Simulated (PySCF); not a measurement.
Gas-phase reaction: ZnCl2 + 2 HCl + 2 O = Zn(OH)2 + 4 Cl

Method: PySCF energies plus ideal-gas RRHO corrections (1 bar). † marks an energy on the PBE0/def2-TZVP geometry and frequencies; other levels use their own. MP2 and CCSD(T) freeze the core. 6-31G* has spherical d functions here. Open shells (unrestricted): O (multiplicity 3, electronic degeneracy 9), Cl (multiplicity 2, electronic degeneracy 6); the rest are closed-shell singlets. Spin-orbit splitting is ignored; it lowers the true energy and changes the entropy of O, Cl. B3LYP is the form with VWN-RPA correlation. Zn: all electrons, no relativistic terms. No R ln 2 is added for the mirror-image form of Zn(OH)2. Zn(OH)2: computed as isolated molecules; such fragments, hydroxides, amides, oligomers or adducts are transient or little studied in the gas. MP2 isn't extrapolated to the basis-set limit; its ΔH°(298 K) is 48.4 kJ in def2-SVP and 33.7 kJ in def2-TZVPP. CCSD(T) isn't extrapolated to the basis-set limit; its ΔH°(298 K) is 78.4 kJ in def2-SVP and 59.5 kJ in def2-TZVPP. The harmonic model lacks anharmonicity and excited electronic states, which grow with temperature; levels with a mode under 35 cm⁻¹ are left out. Soft modes under 120 cm⁻¹ make the harmonic entropy rough for ZnCl2.

```json
[
 {"level": "B3LYP/def2-TZVP†", "ΔE electronic, kJ": "19", "ΔH°(298 K), kJ": "41", "ΔS°(298 K), J/K": "-15", "ΔG°(2500 K), kJ": "64"},
 {"level": "BLYP/def2-TZVP†", "ΔE electronic, kJ": "-22", "ΔH°(298 K), kJ": "0", "ΔS°(298 K), J/K": "-15", "ΔG°(2500 K), kJ": "23"},
 {"level": "CCSD(T)/def2-SVP†", "ΔE electronic, kJ": "56", "ΔH°(298 K), kJ": "78", "ΔS°(298 K), J/K": "-15", "ΔG°(2500 K), kJ": "101"},
 {"level": "HF/6-31G*", "ΔE electronic, kJ": "193", "ΔH°(298 K), kJ": "216", "ΔS°(298 K), J/K": "-16", "ΔG°(2500 K), kJ": "242"},
 {"level": "MP2/def2-TZVPP†", "ΔE electronic, kJ": "12", "ΔH°(298 K), kJ": "34", "ΔS°(298 K), J/K": "-15", "ΔG°(2500 K), kJ": "56"},
 {"level": "PBE/def2-SVP", "ΔE electronic, kJ": "13", "ΔH°(298 K), kJ": "33", "ΔS°(298 K), J/K": "-16", "ΔG°(2500 K), kJ": "58"},
 {"level": "PBE/def2-TZVP†", "ΔE electronic, kJ": "8", "ΔH°(298 K), kJ": "30", "ΔS°(298 K), J/K": "-15", "ΔG°(2500 K), kJ": "53"},
 {"level": "PBE0/def2-QZVP†", "ΔE electronic, kJ": "57", "ΔH°(298 K), kJ": "78", "ΔS°(298 K), J/K": "-15", "ΔG°(2500 K), kJ": "101"},
 {"level": "PBE0/def2-SVP†", "ΔE electronic, kJ": "68", "ΔH°(298 K), kJ": "90", "ΔS°(298 K), J/K": "-15", "ΔG°(2500 K), kJ": "113"},
 {"level": "ωB97M-V/def2-TZVP†", "ΔE electronic, kJ": "58", "ΔH°(298 K), kJ": "80", "ΔS°(298 K), J/K": "-15", "ΔG°(2500 K), kJ": "103"}
]
```
ΔH° is lowest at BLYP/def2-TZVP† and highest at HF/6-31G*. No reference value is set beside these.
